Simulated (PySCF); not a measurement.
C5H11FSi.
Geometry (GFN2-xTB, Å), atoms numbered from 1 in this order:
```
atom  x, y, z in Å
C1     1.5482   -1.1572   -0.2081
C2     0.7311    0.1269   -0.0922
C3     1.2983    1.0288    1.0036
C4    -0.7216   -0.1982    0.1960
Si5   -1.9615   -0.7212   -1.1350
C6    -1.7688    0.8691   -0.1186
F7    -2.6438    1.1626    0.9021
H8     1.1479   -1.7912   -0.9964
H9     1.5148   -1.7112    0.7275
H10    2.5872   -0.9311   -0.4356
H11    0.7835    0.6619   -1.0478
H12    1.2916    0.5091    1.9595
H13    2.3226    1.3143    0.7735
H14    0.7015    1.9326    1.1018
H15   -0.8550   -0.6330    1.1829
H16   -1.5455   -0.6313   -2.5217
H17   -3.0246   -1.6293   -0.7619
H18   -1.4146    1.8047   -0.5413
```

NICS = −σ at a ghost point: NICS(0) at the centroid of the ring atoms, NICS(1) 1 Å to either side along the normal of their mean plane, zz for the tensor component along that normal. Level: GIAO PBE0/pcSseg-1 (PySCF, non-relativistic, gas phase) on the GFN2-xTB geometry, one conformer.

Ring bond lengths (Å), with Mayer bond orders in brackets: C4–Si5 1.893 (0.92), Si5–C6 1.897 (0.93), C6–C4 1.528 (0.88).

Problem. Give the NICS values of each ring in ppm.

Solution. 
```csv
ring,type,NICS(0),"NICS(1), two faces","NICS(1)zz, two faces",rms pucker (Å),"centre to ring atoms, mean (Å)"
C4–Si5–C6,3-membered ring with Si; formal bonds all single,-23.9,-9.4 / -6.4,-16.6 / -12.0,0.00,1.02
```

Problem. What do they say, and how far can they be read as aromaticity?

Solution. 
- C4–Si5–C6: mean NICS(1)zz -14.3 ppm, shielded. C4, Si5, C6 have four or more neighbours, so the value isn't read as a sign of a π ring current. The two faces differ by 4.6 ppm, so no symmetry operation interchanges them. NICS(0) lies 16 ppm below the mean NICS(1).

Problem. Give the inner angles of the rings and the Hirshfeld charges of the ring atoms.

Solution. 
- C4–Si5–C6: C4 66.4° (-0.117 e), Si5 47.6° (+0.290 e), C6 66.1° (-0.035 e); sum 180.0° against 180° for a flat convex ring.
